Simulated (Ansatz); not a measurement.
`C[Si](N)(S)Cl` → C• + Cl• + 6 H• + N• + S• + Si•  (atomization)

Isolated molecules relaxed with PBE0-D4/def2-TZVP in Ansatz; ΔE leaves out vibrations. CCSD(T)/CBS is the MP2 limit (def2-TZVPP, def2-QZVPP) plus CCSD(T) − MP2 in def2-TZVPP, frozen cores. This one scheme is used for every species, atoms too. DFT in def2-TZVPP. B3LYP here is the variant with VWN-RPA as its local correlation; programs differ in this. No spin–orbit coupling; open shells (•) take unrestricted orbitals. Spin–orbit coupling would lower the free atoms: a little for C, Cl, S, Si. Each species was taken in one conformer, which may not be the lowest.

```csv
level,ΔE (eV),difference from CCSD(T)/CBS
PBE-D4,40.89,0.48
r2SCAN-D4,40.42,0.01
PBE0-D4,40.36,-0.05
B3LYP-D4,40.25,-0.16
ωB97M-V,40.64,0.23
B2PLYP,39.74,-0.67
PBE,40.57,0.16
r2SCAN,40.34,-0.07
B3LYP,39.73,-0.68
HF/def2-TZVPP,29.18,-11.23
SCS-MP2/def2-TZVPP,39.61,-0.80
CCSD/def2-TZVPP,38.53,-1.88
CCSD(T)/def2-TZVPP,39.14,-1.27
SCS-MP2/def2-QZVPP,40.45,0.04
MP2/CBS(def2),40.99,0.58
CCSD/CBS(def2),39.80,-0.61
CCSD(T)/CBS,40.41,0
```

Largest T1 diagnostic among the species: 0.012.

In def2-TZVPP, CCSD(T) changes the Hartree–Fock value by +9.95 eV (the triples alone add +0.60 eV) and MP2 by +10.54 eV; breaking electron pairs costs correlation energy, which Hartree–Fock lacks. The D4 term adds +0.52 eV with B3LYP and +0.27 eV with PBE0; it sums over pairs of atoms, weighted by their polarisabilities, and B3LYP, whose exchange is more repulsive, gets the larger term. From PBE to PBE0 (25 % exact exchange), in def2-TZVPP and without D4, ΔE moves by −0.48 eV: exact exchange takes away binding that semilocal exchange gives to molecules.

For atomizations the MP2-based limit and the directly extrapolated one differ by several kJ/mol either way, and by 10 to 25 for some Ge, Se and Sn compounds, so smaller differences from it don't rank the levels.
